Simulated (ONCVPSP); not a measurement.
rhodium, ONCV: configuration errors across variants

Rh, optimised norm-conserving Vanderbilt (ONCV), made with ONCVPSP 4.0.1 (PBE, scalar-relativistic). Core [Kr], reference 4d8 5s0.5 5p0.5. Waves: 5s: rc 2.80 bohr, ncon 5, nbas 9, qcut 1.9 1/bohr, 2 projectors, debl 2.9 Ha; 5p: rc 3.20 bohr, ncon 4, nbas 7, qcut 2.8 1/bohr, 2 projectors, debl 4 Ha; 4d: rc 1.70 bohr, ncon 5, nbas 9, qcut 10.9 1/bohr, 1 projector; f scattering state at 0.35 Ha: rc 3.20 bohr, ncon 4, nbas 8, qcut 4 1/bohr, 1 projector. Local part: polynomial inside 1.30 bohr (lpopt 2, dvloc0 3 Ha). Core correction: none.

All-electron excitation energies from the reference (eV): (1) 4d8 5s1 5p0 -1.760; (2) 4d8 5s0 5p0 5.701; (3) 4d7 5s1 5p0 9.367.

1 further variants failed, have other tests or another functional or relativity, and are left out.

Errors AE − PS in meV (a dash: test not solved or not reliable):

| change | (1) | (2) | (3) | bound ghosts | GHOST(+) flags above zero |
| --- | --- | --- | --- | --- | --- |
| base | +1.4 | +6.1 | -21 | none | s, p |
| p: ncon 3, nbas 6 | +1.5 | +5.9 | -23 | none | s, p |
| all radii scaled by about 1.24 (s 3.48, p 3.98, d 2.12, f 3.98 bohr); local potential polynomial inside 1.62 bohr (lpopt 2, dvloc0 3 Ha) | +0.5 | +4.2 | +24 | none | s, p |
| local potential polynomial inside 1.30 bohr (lpopt 2, dvloc0 6 Ha) | +1.3 | +6.0 | -22 | none | s, p |
| d: rc 2.02 | +1.4 | +6.4 | -20 | none | s, p |

(1) Give the same row for: core correction polynomial model core, fcfact 0.35.

## Answers

(1) -0.1, -6.9, -39; bound ghosts: none; GHOST(+) flags above zero: s, p.
